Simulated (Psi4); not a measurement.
C3H10Si, charge -1, doublet, at the geometry of the source list (a state made from the parent by changing its charge; the spin is typed, not shown lowest) (a gas-phase anion, which may not be bound at this level). Base run: CCSD/STO-3G (Psi4).

Psi4 was given this input:
```
memory 2 GB

molecule mol {
-1 2
Si    0.060900    0.224900    0.465600
C    -0.932000    1.384200   -0.671600
C     1.769600   -0.110800   -0.303000
C    -0.876900   -1.418200    0.674900
H     0.233600    0.862200    1.784900
H    -1.080300    0.948100   -1.655800
H    -1.913200    1.597100   -0.258100
H    -0.422700    2.333400   -0.808800
H     2.362300   -0.768900    0.325300
H     1.683600   -0.581300   -1.278700
H     2.331300    0.809400   -0.433100
H    -1.023800   -1.918800   -0.278300
H    -1.857000   -1.259700    1.114600
H    -0.335500   -2.101700    1.322200
}

set {
  basis sto-3g
  reference uhf
}

energy('ccsd')
print_variables()
```

The base run was repeated with changes; each row names its change, and settings that it needs were set with it.

```json
[
 {"change": "base", "ΔE vs base (mEh)": "0.000", "MP2 correlation (Eh)": "-0.19453", "CC correlation without the perturbative part (Eh)": "-0.26147", "basis functions": "34", "core-seconds (rough)": "7", "outcome": "converged"},
 {"change": "puream = on", "ΔE vs base (mEh)": "0.000", "MP2 correlation (Eh)": "-0.19453", "CC correlation without the perturbative part (Eh)": "-0.26147", "basis functions": "34", "core-seconds (rough)": "8", "outcome": "converged"},
 {"change": "method = ccsd(t)", "ΔE vs base (mEh)": "-2.652", "MP2 correlation (Eh)": "-0.19453", "CC correlation without the perturbative part (Eh)": "-0.26147", "basis functions": "34", "core-seconds (rough)": "10", "outcome": "converged"},
 {"change": "method = cisd", "ΔE vs base (mEh)": "-", "MP2 correlation (Eh)": "-", "CC correlation without the perturbative part (Eh)": "-", "basis functions": "-", "core-seconds (rough)": "-", "outcome": "input refused"},
 {"change": "method = lccd", "ΔE vs base (mEh)": "-1.580", "MP2 correlation (Eh)": "-0.19453", "CC correlation without the perturbative part (Eh)": "-", "basis functions": "34", "core-seconds (rough)": "4", "outcome": "converged"},
 {"change": "method = mp3", "ΔE vs base (mEh)": "?", "MP2 correlation (Eh)": "-0.19448", "CC correlation without the perturbative part (Eh)": "-", "basis functions": "34", "core-seconds (rough)": "4", "outcome": "converged"},
 {"change": "method = scs-mp2", "ΔE vs base (mEh)": "?", "MP2 correlation (Eh)": "-0.19453", "CC correlation without the perturbative part (Eh)": "-", "basis functions": "34", "core-seconds (rough)": "4", "outcome": "converged"},
 {"change": "scf_type = pk; mp2_type = conv", "ΔE vs base (mEh)": "0.000", "MP2 correlation (Eh)": "-0.19453", "CC correlation without the perturbative part (Eh)": "-0.26147", "basis functions": "34", "core-seconds (rough)": "7", "outcome": "converged"},
 {"change": "cc_type = df", "ΔE vs base (mEh)": "-0.680", "MP2 correlation (Eh)": "-0.19448", "CC correlation without the perturbative part (Eh)": "-0.26146", "basis functions": "34", "core-seconds (rough)": "20", "outcome": "converged"},
 {"change": "puream = off", "ΔE vs base (mEh)": "0.000", "MP2 correlation (Eh)": "-0.19453", "CC correlation without the perturbative part (Eh)": "-0.26147", "basis functions": "34", "core-seconds (rough)": "10", "outcome": "converged"}
]
```

Problem. Some entries are withheld; supply them.

Solution. 
- method = mp3, ΔE vs base (mEh): 21.736
- method = scs-mp2, ΔE vs base (mEh): 44.753

Open shells are given as the SCF converged; they aren't shown to be the lowest states, and a large step between rows can be another state.

A gas-phase anion may not be bound at this level; its values then depend on the basis.

- method = cisd: ended with `psi4.driver.p4util.exceptions.MissingMethodError: Method=cisd is not available for any derivative level under conditions CI_TYPE=CONV, REFERENCE=UHF, FREEZE_CORE=FALSE, QC_MODULE=(auto). See https://psicode.org/psi4manual/master/introduction.html#ss-cisd. Or d`
